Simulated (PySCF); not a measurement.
## Gallium: a sound run and one with changed settings

Sound run: Ga²⁺ [Ar] 3d10 4s1, Ga³⁺ [Ar] 3d10. Computed with PySCF 2.14 in aug-cc-pVDZ-PP with ECP10MDF, with a scalar-relativistic core potential. The sound run starts from symmetry-adapted Hartree-Fock orbitals and uses a fine grid where one is needed.

Changed run: basis STO-3G, all-electron and non-relativistic. This setting is unsound on purpose.

| species | method | sound run (hartree) | changed run (hartree) | converged |
| --- | --- | --- | --- | --- |
| Ga²⁺ | UHF | -257.39886 | -1900.00347 | yes |
| Ga²⁺ | LDA | -258.02084 | -1897.84779 | yes |
| Ga²⁺ | TPSS | -258.40407 | -1901.08392 | yes |
| Ga³⁺ | UHF | -256.30826 | -1899.03058 | yes |
| Ga³⁺ | LDA | -256.85185 | -1896.84986 | yes |
| Ga³⁺ | TPSS | -257.26361 | -1900.09284 | yes |

Ionisation energy of Ga²⁺:

```csv
method,sound run (eV),changed run (eV)
UHF,29.677,26.473
LDA,31.810,27.155
TPSS,31.034,26.969
```

A minimal basis cannot let orbitals breathe on ionisation and holds almost no correlation. The Hamiltonian changed with the basis, so the totals do not compare.

For comparison, NIST gives 30.726 eV between the lowest levels.
